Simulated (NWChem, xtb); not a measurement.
**GaSiH4OF (SMILES [OH][GaH][SiH2]F): the dipole moment, rung by rung**

GaSiH4OF: 8 atoms, total charge 0, spin state singlet. As SMILES, `[OH][GaH][SiH2]F`. The coordinates come from a PBE0-D4/def2-TZVP relaxation. This is one conformer, not always the lowest.

| atom | x (Å) | y (Å) | z (Å) |
| --- | --- | --- | --- |
| O | -2.1526 | 0.6683 | 0.4545 |
| Ga | -0.4114 | 1.0771 | 0.3917 |
| Si | 1.0667 | -0.6914 | -0.3471 |
| F | 0.1654 | -1.9906 | -0.6632 |
| H | -2.3503 | -0.2317 | 0.1854 |
| H | -0.0995 | 2.5429 | 0.8314 |
| H | 2.0668 | -1.0827 | 0.6835 |
| H | 1.8069 | -0.3488 | -1.5921 |

Each level gives the dipole moment (D). The values are calculated.

```tsv
level	kind	program	value (D)	CPU time
GFN2-xTB	semi-empirical	xtb	2.87	under 2 s
GFN0-xTB	semi-empirical	xtb	2.43	under 2 s
GFN1-xTB	semi-empirical	xtb	2.52	under 2 s
HF/STO-3G	Hartree–Fock	NWChem	1.07	5.6 s
HF/3-21G	Hartree–Fock	NWChem	1.99	4.1 s
B3LYP/6-31G* (spherical functions)	global hybrid	NWChem	1.55	29 s
B3LYP/6-31G* (Cartesian functions)	global hybrid	NWChem	1.55	23 s
CAM-B3LYP/STO-3G	range-separated hybrid	NWChem	0.95	13 s
```

All-electron rows without a relativistic Hamiltonian named are non-relativistic. The values span 0.95 to 2.87 D. Magnitudes only. Sets without polarisation functions give poor dipoles. Times are those of the runs behind each value, whatever else they computed, on shared processors of several kinds: orders of magnitude only.
